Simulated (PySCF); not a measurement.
C2H6OSi, CH5BNSi, CH6BOSi, CH4BClSi (calculated)

Computed with PySCF 2.14.0. Calculation on a computer-drawn molecule: optimised geometry and harmonic frequencies of an isolated molecule of the commonest isotopes, restricted reference for singlets and unrestricted otherwise, frozen core in MP2.

Common to all runs: charge 0; method HF; basis cc-pV(D+d)Z.

(1) C2H6OSi

Start structure:
```xyz
10
C2H6OSi
C     -1.4358    -1.2433    -0.1306
O     -0.1165    -0.7345    -0.4959
C      0.3285     0.1706     0.6239
Si    -0.6432     1.8245     0.7706
H     -2.1676    -0.3884     0.0217
H     -1.7359    -1.8736    -0.9876
H     -1.3429    -1.8229     0.7570
H      1.3621     0.4335     0.3221
H      0.3914    -0.4003     1.5392
H      0.2916     2.3783     1.7950
```

It was run with multiplicity 1.

Results for C2H6OSi: rotational constants 15.03, 3.197, 2.886 GHz; total energy -442.9429 hartree; convergence status largest gradient component 2.783e-05 hartree/bohr.

Drawn bonds:
| atom | other atom | order |
| --- | --- | --- |
| 1 | 2 | 1 |
| 2 | 3 | 1 |
| 3 | 4 | 1 |
| 1 | 5 | 1 |
| 1 | 6 | 1 |
| 1 | 7 | 1 |
| 3 | 8 | 1 |
| 3 | 9 | 1 |
| 4 | 10 | 1 |

Optimised structure:
```xyz
10
C2H6OSi
C     -1.4079    -1.2642    -0.1416
O     -0.2106    -0.6256    -0.4435
C      0.2829     0.1999     0.5820
Si    -0.5160     1.9403     0.6844
H     -2.2088    -0.5500     0.0883
H     -1.7045    -1.8433    -1.0142
H     -1.2970    -1.9434     0.7125
H      1.3438     0.3771     0.3584
H      0.2766    -0.3216     1.5516
H      0.3733     2.3747     1.8376
```

Modes:
| frequency (cm⁻¹) | reduced mass (dalton) |
| --- | --- |
| 119 | 2.545 |
| 196.3 | 1.31 |
| 288 | 1.218 |
| 315.5 | 2.496 |
| 422.5 | 1.59 |
| 575.3 | 1.893 |
| 637.1 | 2.523 |
| 886.2 | 1.384 |
| 1038 | 3.248 |
| 1230 | 1.843 |
| 1267 | 1.281 |
| 1329 | 2.517 |
| 1371 | 1.293 |
| 1398 | 1.419 |
| 1521 | 1.071 |
| 1590 | 1.126 |
| 1593 | 1.061 |
| 1606 | 1.071 |
| 2124 | 1.042 |
| 3108 | 1.06 |
| 3133 | 1.041 |
| 3162 | 1.096 |
| 3185 | 1.105 |
| 3282 | 1.098 |

(2) CH5BNSi

Start structure:
```xyz
9
CH5BNSi
N     -0.8409    -1.3826    -0.3725
B     -0.8060    -0.9266     0.8943
C     -0.6341    -0.5318     2.2120
Si    -0.2840     1.2552     2.6482
H     -0.0305    -1.6032    -0.9810
H     -1.7225    -1.4077    -0.9559
H     -0.7827    -1.1156     3.1224
H     -0.4738     2.2798     1.6184
H     -0.9716     1.7623     3.9068
```

Here we set multiplicity 2.

Drawn bonds:
| atom | other atom | order |
| --- | --- | --- |
| 1 | 2 | 1 |
| 2 | 3 | 2 |
| 3 | 4 | 1 |
| 1 | 5 | 1 |
| 1 | 6 | 1 |
| 3 | 7 | 1 |
| 4 | 8 | 1 |
| 4 | 9 | 1 |

(3) CH6BOSi

Start structure:
```xyz
10
CH6BOSi
B      0.7123    -0.7158    -0.7668
C     -0.8463    -0.5911    -0.9871
O     -1.4068     0.5993    -1.4424
Si    -1.2655    -1.7213    -2.5692
H      1.2538    -1.6281    -0.4050
H     -1.3909    -1.0137    -0.2144
H     -0.7507     1.2265    -1.7059
H     -0.9340    -3.1632    -2.4102
H     -0.5576    -1.2203    -3.7467
H     -2.7454    -1.5513    -2.7651
```

Settings of this run: multiplicity 2.

Drawn bonds:
| atom | other atom | order |
| --- | --- | --- |
| 1 | 2 | 1 |
| 2 | 3 | 1 |
| 2 | 4 | 1 |
| 1 | 5 | 1 |
| 2 | 6 | 1 |
| 3 | 7 | 1 |
| 4 | 8 | 1 |
| 4 | 9 | 1 |
| 4 | 10 | 1 |

(4) CH4BClSi

Start structure:
```xyz
8
CH4BClSi
C     -0.3468     2.2841    -0.8030
B      0.8265     1.3515    -0.2238
Si     0.5844    -0.3033     0.5634
Cl     2.3060     2.1545     0.2750
H      0.0028     2.8800    -1.5532
H     -1.1989     1.6621    -1.0911
H     -0.7112     2.9722    -0.0189
H      0.7724    -1.6094    -0.1305
```

Here we set multiplicity 1.

Drawn bonds:
| atom | other atom | order |
| --- | --- | --- |
| 1 | 2 | 1 |
| 2 | 3 | 1 |
| 2 | 4 | 1 |
| 1 | 5 | 1 |
| 1 | 6 | 1 |
| 1 | 7 | 1 |
| 3 | 8 | 1 |

## Withheld values
1. Give the missing rotational constants for CH5BNSi (entry 2).
2. Give the missing total energy for CH5BNSi (entry 2).
3. Give the missing rotational constants for CH6BOSi (entry 3).
4. CH4BClSi (entry 4): total energy?
5. Estimate the rotational constants of CH4BClSi (entry 4).

Answers
1. 24.19, 2.542, 2.352 GHz
2. -408.8248 hartree
3. 8.423, 4.638, 3.271 GHz
4. -813.3047 hartree
5. 5.293, 3.021, 1.98 GHz

Further results for CH5BNSi (entry 2):

- spin squared: 0.7702
- convergence status largest gradient component: 2.871e-05 hartree/bohr

Optimised structure:
```xyz
9
CH5BNSi
N     -0.8684    -1.2987    -0.3705
B     -0.7497    -0.9205     0.9360
C     -0.6229    -0.4964     2.2603
Si    -0.2635     1.2499     2.7045
H     -0.0825    -1.5554    -0.9321
H     -1.7462    -1.3229    -0.8478
H     -0.6876    -1.2305     3.0590
H     -0.3726     2.1285     1.5074
H     -1.1527     1.7758     3.7760
```

Modes:
| frequency (cm⁻¹) | reduced mass (dalton) |
| --- | --- |
| 116.9 | 2.93 |
| 185.5 | 1.34 |
| 341.7 | 1.458 |
| 396.5 | 1.837 |
| 444.7 | 1.253 |
| 492.7 | 3.814 |
| 643.3 | 1.56 |
| 722 | 1.187 |
| 790.1 | 1.274 |
| 821.3 | 2.325 |
| 969.3 | 1.694 |
| 996.7 | 1.065 |
| 1020 | 1.429 |
| 1177 | 2.165 |
| 1686 | 1.192 |
| 1847 | 6.473 |
| 2252 | 1.03 |
| 2261 | 1.053 |
| 3311 | 1.087 |
| 3806 | 1.05 |
| 3910 | 1.099 |

Further results for CH6BOSi (entry 3):

- total energy: -429.7596 hartree
- spin squared: 0.7538
- convergence status largest gradient component: 2.275e-05 hartree/bohr

Optimised structure:
```xyz
10
CH6BOSi
B      0.6804    -0.6609    -0.8317
C     -0.8271    -0.5836    -1.1677
O     -1.3624     0.6798    -1.5306
Si    -1.2930    -1.7620    -2.6002
H      1.2874    -1.6338    -0.4928
H     -1.3554    -0.9859    -0.2848
H     -0.8062     1.3665    -1.1949
H     -1.0098    -3.1630    -2.2092
H     -0.5113    -1.4280    -3.8124
H     -2.7336    -1.6080    -2.8885
```

Modes:
| frequency (cm⁻¹) | reduced mass (dalton) |
| --- | --- |
| 144.8 | 1.164 |
| 182.8 | 1.17 |
| 230.1 | 2.407 |
| 265.9 | 4.37 |
| 410.4 | 2.695 |
| 508.8 | 1.214 |
| 616.7 | 1.737 |
| 651.8 | 1.315 |
| 732.8 | 1.811 |
| 830 | 1.598 |
| 1008 | 1.282 |
| 1013 | 1.117 |
| 1026 | 1.101 |
| 1032 | 1.063 |
| 1072 | 2.341 |
| 1209 | 3.605 |
| 1369 | 1.267 |
| 1410 | 1.308 |
| 2310 | 1.047 |
| 2317 | 1.036 |
| 2334 | 1.037 |
| 2752 | 1.096 |
| 3080 | 1.079 |
| 4142 | 1.067 |

Further results for CH4BClSi (entry 4):

- convergence status largest gradient component: 2.396e-05 hartree/bohr

Optimised structure:
```xyz
8
CH4BClSi
C     -0.3659     2.2399    -0.7767
B      0.6859     1.3423    -0.0284
Si     0.4976    -0.4855     0.8588
Cl     2.3432     2.0137     0.1958
H      0.0700     2.7248    -1.6543
H     -1.2690     1.7028    -1.0752
H     -0.6688     3.0421    -0.0909
H      0.9421    -1.1884    -0.4111
```

Modes:
| frequency (cm⁻¹) | reduced mass (dalton) |
| --- | --- |
| 72.82 | 1.042 |
| 105.9 | 7.746 |
| 262.6 | 2.917 |
| 291.9 | 1.585 |
| 341.4 | 1.489 |
| 474.4 | 5.143 |
| 639.5 | 1.209 |
| 756.5 | 2.977 |
| 895.9 | 1.651 |
| 1041 | 2.008 |
| 1099 | 3.662 |
| 1438 | 1.316 |
| 1541 | 1.053 |
| 1561 | 1.061 |
| 2136 | 1.041 |
| 3154 | 1.042 |
| 3225 | 1.092 |
| 3255 | 1.103 |
